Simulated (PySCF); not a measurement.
An unknown is described by computed data only.

Elements present: C, H, O and Si. Monoisotopic mass: 181.9891 u.

| Property | Result |
| --- | --- |
| 1H NMR | chemical shifts (computed TMS as zero) by class: 5.50 (2 H), 3.66 (2 H), 3.61 (6 H), 0.40 (3 H), 0.34 (1 H) ppm [GIAO PBE0/pcSseg-1] |
| Rotational structure | rotational constants A, B, C: 1.065, 0.651, 0.615 GHz [GFN2-xTB] |
| Dipole | 0.75 D [PBE0/pcSseg-1] |
| NMR, other nuclei | isotropic shieldings of nuclei other than C and H, by class: 327 (1 O), 369 (1 Si), 439 (1 Si), 453 (2 Si), 455 (1 Si) ppm [GIAO PBE0/pcSseg-1] |
| 13C NMR | chemical shifts (computed TMS as zero) by class: -4.0 (1 C) ppm [GIAO PBE0/pcSseg-1] |

Gas-phase values; electronic properties from PySCF, density fitting. Levels stand in brackets. The structure is a single GFN2-xTB conformer in the gas phase; no vibrational or solvent corrections. GFN2-xTB frequencies show an imaginary mode (27i cm⁻¹), so this geometry is no minimum at that level. NMR classes are plain means over equivalent atoms (diastereotopic ones count apart unless rotation or inversion swaps them), as if these changed places fast.

Question: Which formula fits the mass and the elements?

Answer: CH14OSi5 (calculated 181.9891). No other formula that holds each of these elements comes within 0.0003 u with a fitting electron parity and a possible valence count.

Question: Propose a structure and show how it fits.

Answer: Numbering: `[CH3:1][Si:2]([SiH3:3])([SiH3:4])[SiH2:5][SiH2:6][OH:7]`. Its formula, CH14OSi5, gives 0 degrees of unsaturation, so no ring and no π bond. The one carbon: Si-methyl carbon [C1] (-4.0 ppm). Hydrogen classes from least to most shielded: 2 H on an oxygen-bound silicon, Si6 (5.50 ppm), 2 H on an SiH2 silicon, Si5 (3.66 ppm), 6 H on 2 SiH3 silicons, Si3/Si4 (3.61 ppm), 3 H on an Si-methyl carbon, C1 (0.40 ppm), 1 H on a silanol oxygen, O7 (0.34 ppm). The other shieldings belong to: 327 ppm, silanol oxygen [O7]; 369 ppm, oxygen-bound silicon [Si6]; 439 ppm, four-coordinate silicon [Si2]; 453 ppm, SiH3 silicon [Si3/Si4]; 455 ppm, SiH2 silicon [Si5]. The optimised geometry has point group C1 and is an asymmetric top. Structure: `C[Si]([SiH3])([SiH3])[SiH2][SiH2]O`. Computed isomers that give other values at the same levels: `[SiH3]CO[SiH2][SiH2][SiH2][SiH3]` (13C chemical shifts (computed TMS as zero) by class: 57.0 (1 C) ppm); `[SiH3]OC[Si@H]([SiH3])[SiH2][SiH3]` (13C chemical shifts (computed TMS as zero) by class: 57.7 (1 C) ppm); `[SiH3]CO[Si@@H]([SiH3])[SiH2][SiH3]` (13C chemical shifts (computed TMS as zero) by class: 56.8 (1 C) ppm). The assignments are read from this structure; whether some other isomer fits the data as well wasn't checked.

Conformer computed: `[CH3:1][Si:2]([SiH3:3])([SiH3:4])[SiH2:5][SiH2:6][OH:7]`: C1–Si2–Si5–Si6 173°, Si2–Si5–Si6–O7 1°, H–O7–Si6–Si5 180°.
